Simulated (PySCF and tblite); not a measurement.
Values are calculated unless marked as measured or tabulated.
C5H12GeS, numbered as in [GeH3:1][C@@H:2]1[CH2:3][CH2:4][CH2:5][S:6][CH2:7]1.

Conformers came from 60 starts (ETKDG and KDG, UFF, GFN2-xTB); geometries are GFN2-xTB. Weights use PBE0-D3(BJ)/pcSseg-1 energies plus GFN2-xTB zero-point and thermal terms (modes under about 100 cm⁻¹ blended into free rotors). Symmetry numbers and mirror images are counted. Conformers within 2.5 kcal/mol (GFN2-xTB free energy) were kept, 4 at most. GIAO shieldings: PBE0/pcSseg-1. Shifts are against TMS (¹H), TMS (¹³C) at the same level; of two unlike H on one atom, a is the less shielded. (PySCF 2.14, tblite 0.8.)

Problem. What shifts does this protocol give at 298.15 K under fast conformational exchange?

Solution. ¹H: 3.36 (H1, 3H), 2.73 (H7a, 1H), 2.70 (H5a, 1H), 2.59 (H7b, 1H), 2.51 (H5b, 1H), 1.98 (H4a, 1H), 1.96 (H3a, 1H), 1.70 (H4b, 1H), 1.64 (H2, 1H), 1.29 (H3b, 1H) ppm. ¹³C: 39.8 (C7), 36.7 (C5), 34.9 (C3), 33.4 (C4), 30.1 (C2) ppm.

Problem. How do the conformers differ?

Solution. The 6-ring runs over atoms 2–3–4–5–6–7.
| conformer | shape | weight % |
| --- | --- | --- |
| 1 | 6-ring chair (all substituents equatorial) | 96.7 |
| 2 | 6-ring chair (Ge1 axial) | 3.3 |

```
signal     1     2  average
    H1  3.35  3.78     3.36
    H2  1.63  2.06     1.64
   H3a  1.97  1.70     1.96
   H3b  1.27  2.04     1.29
   H4a  1.98  2.01     1.98
   H4b  1.70  1.75     1.70
   H5a  2.70  2.63     2.70
   H5b  2.51  2.66     2.51
   H7a  2.73  2.67     2.73
   H7b  2.57  3.01     2.59
    C2  30.0  32.2     30.1
    C3  34.9  34.3     34.9
    C4  33.5  28.4     33.4
    C5  36.6  38.0     36.7
    C7  39.7  40.5     39.8
```

Spin–orbit effects of the heavy atoms on shieldings are missing. Shifts are unscaled: against experiment ¹³C can be off by 15 ppm or more and ¹H by 0.8 ppm.
